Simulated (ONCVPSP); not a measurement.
# Potentials for beryllium (Be) compared

Generated with ld1.x 7.5 (TM, RRKJ, ultrasoft, PAW), atompaw 4.2 or ONCVPSP 4.0.1. The cutoff is in Ry: for ld1.x and atompaw files where the sum of valence levels is converged to 10 mRy in a Bessel basis, for ONCV files where the hardest occupied wave has 1 mHa per electron of residual kinetic energy. The error is the largest all-electron minus pseudo excitation energy over each file’s own four to seven test configurations (ionisations up to +4, promotions, holes and added fractions of an electron), all of which were solved. The labels leave out finer settings (local radius, basis sizes, second energies), which also bear on the numbers. Spin-polarised tests are not counted. The rows are a selection from randomly drawn settings: files with unsolved tests, undetermined cutoffs or missed reference levels are left out.

A true bound ghost makes a file unfit for plane-wave use even where its test errors are small: the radial tests pick states by their node count and pass the ghost by.

```tsv
potential	cutoff (Ry)	largest error (meV)	bound ghosts
ONCV, BLYP, scalar-relativistic, rc 0.90/0.90 (sp), local smoothed, core correction no, reference 1s2 2s2, qcut 11.7/8.7, projectors 2/2	121	+5.1	none
ONCV, LDA (Perdew-Wang 92), non-relativistic, rc 0.90/0.80 (sp), local smoothed, core correction no, reference 1s2 2s2, qcut 16/11.8, projectors 2/2	162	+1176	none
ONCV, PBE, scalar-relativistic, rc 0.95/0.75/0.75 (spd), local smoothed, core correction no, reference 1s2 2s2, qcut 9.8/10.9/10.9, projectors 2/2/1	132	+2425	none
ONCV, PBE, scalar-relativistic, rc 2.30/2.50/2.20 (spd), local smoothed, core correction yes, reference 2s2, qcut 2.3/3.8/4.3, projectors 1/3/2	14	-20	none
ONCV, LDA (Perdew-Wang 92), scalar-relativistic, rc 0.65/3.85/2.95 (spd), local smoothed, core correction no, reference 1s2 2s1.5 2p0.5, qcut 19.2/3/3.8, projectors 2/2/2	255	+737	p
ONCV, PBE, scalar-relativistic, rc 0.90/0.75/0.80 (spd), local smoothed, core correction no, reference 1s2 2s2, qcut 15.6/9.7/12.1, projectors 2/2/2	155	+1331	none
ONCV, PBE, scalar-relativistic, rc 0.40/0.40/0.40 (spd), local p, core correction no, reference 1s2, qcut 23.6/20.1/25.7, projectors 3/0/1	474	+44	s
```

Fill in the row for Be: ONCV, PBE, non-relativistic, rc 0.90/0.75 (sp), local smoothed, core correction no, reference 1s2 2s1, qcut 15.8/9.3, projectors 2/2.

cutoff 159 Ry, largest error +1.6 meV, bound ghosts: none.
